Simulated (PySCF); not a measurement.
**Which orbitals make which state**

Species: cyclo-(H2SnSe)2.
Cartesian coordinates in Å at the PBE0-D3(BJ)/def2-SVP level; atoms count from 1:
```
atom  x, y, z in Å
Sn1    0.9983   -1.1594    0.7437
H2     2.3099   -1.9560   -0.0208
H3     0.8124   -1.6661    2.3709
Se4    1.2048    1.3879    0.5628
Sn5   -0.9641    1.1379   -0.7648
H6    -2.2749    1.9338    0.0014
H7    -0.7786    1.6458   -2.3917
Se8   -1.1697   -1.4095   -0.5853
```

Level of theory: TDDFT PBE0/def2-SVPD, vertical, gas phase, core orbitals frozen in the response, def2 core potentials past Kr (PySCF). Spin–orbit coupling is left out.

Orbital energies (eV): HOMO-3 -8.48, HOMO-2 -7.76, HOMO-1 -6.98, HOMO -6.97, LUMO -1.86, LUMO+1 -1.58, LUMO+2 -0.98.

Computed singlets:

```csv
state,E (eV),f
S1,3.83,0.0000
S2,3.88,0.0000
S3,4.20,0.0000
S4,4.24,0.018
S5,4.68,0.0000
S6,4.87,0.0000
S7,4.96,0.033
S8,5.15,0.0000
S9,5.63,0.0000
S10,5.69,0.0000
```

Q: Which orbital pair leads each of S5, S8 and S9, and how does its energy difference Δε compare with the excitation energy?

A: 

```json
{"state": "S5", "leading configuration": "HOMO-2→LUMO", "weight": "0.99", "Δε (eV)": "5.90", "E (eV)": "4.68", "E − Δε (eV)": "-1.23", "f": "0.0000", "other configurations": "–"}
{"state": "S8", "leading configuration": "HOMO-2→LUMO+1", "weight": "0.97", "Δε (eV)": "6.18", "E (eV)": "5.15", "E − Δε (eV)": "-1.04", "f": "0.0000", "other configurations": "–"}
{"state": "S9", "leading configuration": "HOMO-3→LUMO+1", "weight": "0.96", "Δε (eV)": "6.90", "E (eV)": "5.63", "E − Δε (eV)": "-1.27", "f": "0.0000", "other configurations": "–"}
```

E − Δε runs from -1.27 to -1.04 eV. Among themselves, these states come in the order of their orbital differences.

H and L stand for HOMO and LUMO. The other states: S1 3.83 eV, f 0.0000, H-1→L (98%); S2 3.88 eV, f 0.0000, H→L (98%); S3 4.20 eV, f 0.0000, H→L+1 (95%); S4 4.24 eV, f 0.018, H-1→L+1 (97%); S6 4.87 eV, f 0.0000, H-1→L+2 (94%); S7 4.96 eV, f 0.033, H→L+2 (94%); S10 5.69 eV, f 0.0000, H-1→L+3 (96%).

Triplets (Tamm–Dancoff): T1 3.56 eV, H-1→L (96%); T2 3.57 eV, H→L (95%); T3 3.92 eV, H-1→L+1 (78%), H→L+2 (20%); T4 3.92 eV, H→L+1 (79%), H-1→L+2 (19%).

The vertical ionisation energy (ΔSCF) is 8.64 eV, 2.95 eV above S10.

Time: 2.0 min wall (grids of density and orbitals included); peak memory 0.82 GiB. Hardware: one thread of an Arm Neoverse V1 (shared host).

One conformer stands for the species.
